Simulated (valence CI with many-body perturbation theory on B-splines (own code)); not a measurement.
## Forbidden lines of Sr XXXII

Level of theory: configuration interaction combined with many-body perturbation theory (CI+MBPT): five valence electrons over a frozen Dirac-Fock core [He], a basis of 11 s, 11 p, 10 d, 8 f, 5 g, 2 h functions for each j, with the one-electron correlation potential Σ1, the two-electron term Σ2, the three-electron term Σ3, Breit, model QED; selected CI, second order for the rest, scaled by the run's own slope (own B-spline code, finite nucleus).

The last digits are not significant, and no measured levels were compared; by estimate large intervals hold to a few tenths of a per cent, small ones and those within an open d or f shell to about a per cent. Among the levels kept, up to 5800 cm⁻¹ of a level comes from second order outside the variational space, and about a tenth of that is noise between levels of different J, which matters for small intervals.

Lines 1 to 50 of 64 in falling wavelength, among levels below 2597.3 eV, chosen from the decays that carry over 1 % of a level's rate. Wavelengths and rates use the calculated energies. Electric multipoles are in the length gauge with retardation, E1 and E2 with the static RPA response of the core. M1 uses the relativistic operator with retardation. S is in atomic units (e²a₀⁴ for E2 and M2, e²a₀⁶ for E3), for M1 in squared Bohr magnetons. Weak lines are less certain than strong ones. Lines between different terms over intervals too small for the method are left out, as are lines whose strength nearly cancels.

Levels are named by their leading jj configuration (3d3/2^4 stands for four electrons in 3d with j = 3/2), which in mixed levels can hold well under half, so a name can repeat and another be missing. Letters in brackets count levels of one name in rising energy.

```tsv
λ vac (Å)	Upper	Lower	Type	A (s⁻¹)	S (a.u.)
894.9	(2s^2 2p1/2 2p3/2^2) J=5/2	(2s^2 2p1/2 2p3/2^2) J=3/2	M1	7.74e+03	1.23e+00
204.0	(2s^2 2p3/2^3) J=3/2	(2s^2 2p1/2 2p3/2^2) J=1/2	M1	6.15e+05	7.74e-01
202.1	(2s^2 2p1/2 2p3/2^2) J=3/2	(2s^2 2p1/2^2 2p3/2) J=3/2	M1	2.60e+06	3.18e+00
164.9	(2s^2 2p1/2 2p3/2^2) J=5/2	(2s^2 2p1/2^2 2p3/2) J=3/2	M1	4.72e+05	4.71e-01
157.3	(2s^2 2p3/2^3) J=3/2	(2s^2 2p1/2 2p3/2^2) J=5/2	M1	1.22e+06	7.03e-01
133.8	(2s^2 2p3/2^3) J=3/2	(2s^2 2p1/2 2p3/2^2) J=3/2	M1	5.53e+06	1.96e+00
132.9	(2s^2 2p1/2 2p3/2^2) J=1/2	(2s^2 2p1/2^2 2p3/2) J=3/2	M1	2.87e+06	5.01e-01
80.49	(2s^2 2p3/2^3) J=3/2	(2s^2 2p1/2^2 2p3/2) J=3/2	M1	1.05e+05	8.11e-03
6.145	(2s^2 2p1/2 2p3/2 3d5/2) J=9/2	(2s 2p1/2 2p3/2^3) J=5/2	E2	1.49e+08	1.17e-05
5.936	(2s^2 2p3/2^2 3d5/2) J=9/2	(2s 2p1/2 2p3/2^3) J=5/2	E2	1.68e+08	1.10e-05
5.798	(2s^2 2p1/2 2p3/2 3p1/2) J=3/2 [a]	(2s^2 2p1/2 2p3/2^2) J=1/2	E2	3.39e+09	7.93e-05
5.776	(2s^2 2p1/2 2p3/2 3p1/2) J=5/2	(2s^2 2p1/2 2p3/2^2) J=1/2	E2	5.36e+09	1.85e-04
5.762	(2s 2p1/2 2p3/2^2 3p3/2) J=9/2	(2s 2p1/2 2p3/2^3) J=5/2	E2	3.05e+09	1.73e-04
5.761	(2s^2 2p1/2 2p3/2 3p1/2) J=1/2	(2s^2 2p1/2 2p3/2^2) J=5/2	E2	9.60e+09	1.09e-04
5.734	(2s 2p1/2^2 2p3/2 3p3/2) J=7/2	(2s 2p1/2^2 2p3/2^2) J=5/2	E2	5.24e+09	2.32e-04
5.730	(2s^2 2p1/2 2p3/2 3p3/2) J=3/2 [a]	(2s^2 2p1/2 2p3/2^2) J=1/2	E2	2.85e+09	6.28e-05
5.728	(2s^2 2p1/2 2p3/2 3p1/2) J=5/2	(2s^2 2p1/2 2p3/2^2) J=5/2	E2	2.00e+10	6.59e-04
5.725	(2s^2 2p1/2^2 3p1/2) J=1/2	(2s^2 2p1/2^2 2p3/2) J=3/2	E2	3.46e+10	3.80e-04
5.724	(2s^2 2p1/2 2p3/2 3p1/2) J=1/2	(2s^2 2p1/2 2p3/2^2) J=3/2	E2	1.36e+10	1.49e-04
5.720	(2s^2 2p3/2^2 3p1/2) J=5/2	(2s^2 2p3/2^3) J=3/2	E2	2.28e+10	7.46e-04
5.713	(2s^2 2p1/2 2p3/2 3p1/2) J=3/2 [a]	(2s^2 2p1/2 2p3/2^2) J=3/2	E2	2.32e+10	5.05e-04
5.707	(2s^2 2p1/2 2p3/2 3p3/2) J=3/2 [b]	(2s^2 2p1/2 2p3/2^2) J=1/2	E2	8.50e+09	1.84e-04
5.703	(2s^2 2p1/2 2p3/2 3p3/2) J=5/2 [a]	(2s^2 2p1/2 2p3/2^2) J=5/2	E2	3.66e+09	1.18e-04
5.697	(2s^2 2p3/2^2 3p3/2) J=1/2	(2s^2 2p3/2^3) J=3/2	E2	1.33e+10	1.43e-04
5.696	(2s^2 2p3/2^2 3p3/2) J=5/2	(2s^2 2p3/2^3) J=3/2	E2	1.21e+10	3.88e-04
5.696	(2s^2 2p1/2 2p3/2 3p3/2) J=1/2 [a]	(2s^2 2p1/2 2p3/2^2) J=5/2	E2	3.07e+09	3.29e-05
5.694	(2s^2 2p3/2^2 3p3/2) J=7/2	(2s^2 2p3/2^3) J=3/2	E2	5.74e+09	2.45e-04
5.693	(2s^2 2p1/2 2p3/2 3p1/2) J=3/2 [b]	(2s^2 2p1/2 2p3/2^2) J=5/2	E2	2.27e+10	4.84e-04
5.692	(2s^2 2p1/2 2p3/2 3p1/2) J=5/2	(2s^2 2p1/2 2p3/2^2) J=3/2	E2	5.26e+09	1.68e-04
5.691	(2s^2 2p1/2 2p3/2 3p3/2) J=5/2 [b]	(2s^2 2p1/2 2p3/2^2) J=1/2	E2	9.15e+09	2.93e-04
5.673	(2s^2 2p1/2 2p3/2 3p3/2) J=7/2	(2s^2 2p1/2 2p3/2^2) J=5/2	E2	1.03e+10	4.31e-04
5.667	(2s^2 2p1/2 2p3/2 3p3/2) J=5/2 [a]	(2s^2 2p1/2 2p3/2^2) J=3/2	E2	7.90e+09	2.47e-04
5.663	(2s^2 2p3/2^2 3d5/2) J=9/2	(2s 2p1/2^2 2p3/2^2) J=5/2	E2	2.07e+08	1.08e-05
5.660	(2s^2 2p1/2 2p3/2 3p3/2) J=1/2 [a]	(2s^2 2p1/2 2p3/2^2) J=3/2	E2	1.33e+10	1.38e-04
5.658	(2s^2 2p1/2^2 3p3/2) J=3/2	(2s^2 2p1/2^2 2p3/2) J=3/2	E2	1.85e+10	3.83e-04
5.654	(2s^2 2p3/2^2 3p1/2) J=1/2	(2s^2 2p3/2^3) J=3/2	E2	1.05e+10	1.09e-04
5.647	(2s^2 2p1/2 2p3/2 3p3/2) J=3/2 [a]	(2s^2 2p1/2 2p3/2^2) J=3/2	E2	7.25e+09	1.49e-04
5.637	(2s^2 2p1/2 2p3/2 3p3/2) J=7/2	(2s^2 2p1/2 2p3/2^2) J=3/2	E2	1.05e+09	4.27e-05
5.633	(2s^2 2p3/2^2 3p3/2) J=3/2 [a]	(2s^2 2p3/2^3) J=3/2	E2	2.10e+10	4.26e-04
5.622	(2s^2 2p1/2 2p3/2 3p3/2) J=1/2 [b]	(2s^2 2p1/2 2p3/2^2) J=5/2	E2	3.16e+10	3.17e-04
5.605	(2s 2p1/2^2 2p3/2 3d5/2) J=9/2	(2s 2p1/2^2 2p3/2^2) J=5/2	M2	2.76e+08	1.36e-05
5.587	(2s^2 2p1/2 2p3/2 3p3/2) J=1/2 [b]	(2s^2 2p1/2 2p3/2^2) J=3/2	E2	1.53e+10	1.49e-04
5.538	(2s^2 2p1/2 2p3/2 3d5/2) J=9/2	(2s^2 2p1/2 2p3/2^2) J=5/2	M2	2.69e+08	1.25e-05
5.536	(2s^2 2p1/2 2p3/2 3p1/2) J=5/2	(2s^2 2p1/2^2 2p3/2) J=3/2	E2	1.17e+09	3.26e-05
5.512	(2s^2 2p1/2 2p3/2 3p3/2) J=5/2 [a]	(2s^2 2p1/2^2 2p3/2) J=3/2	E2	6.20e+09	1.69e-04
5.505	(2s^2 2p1/2 2p3/2 3p3/2) J=1/2 [a]	(2s^2 2p1/2^2 2p3/2) J=3/2	E2	4.52e+09	4.09e-05
5.505	(2s 2p1/2 2p3/2^2 3p3/2) J=9/2	(2s 2p1/2^2 2p3/2^2) J=5/2	E2	2.20e+10	9.91e-04
5.497	(2s^2 2p3/2^2 3p3/2) J=5/2	(2s^2 2p1/2 2p3/2^2) J=5/2	E2	1.13e+10	3.05e-04
5.495	(2s^2 2p3/2^2 3p3/2) J=7/2	(2s^2 2p1/2 2p3/2^2) J=5/2	E2	1.07e+10	3.84e-04
5.493	(2s^2 2p1/2 2p3/2 3p3/2) J=3/2 [a]	(2s^2 2p1/2^2 2p3/2) J=3/2	E2	9.63e+09	1.72e-04
```
